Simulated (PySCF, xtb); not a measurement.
BGeH6NO2, SMILES OB(O)[NH][GeH3].

GFN2-xTB in xtb 6.7.1 at its own geometry gives an orbital gap of 7.17 eV and a dipole moment of 2.14 D.

The structure is a stationary point at PBE0-D3(BJ)/def2-SVP. The structure was generated by enumeration, and PubChem lists no compound with its InChIKey, so it may never have been made. The values are those of a single conformer.

What does B3LYP/def2-TZVP run with PySCF give? (Estimate from the structure and the level; the computed values follow.)

gap 7.14 eV (levels -7.22 and -0.07 eV), dipole 1.86 D.
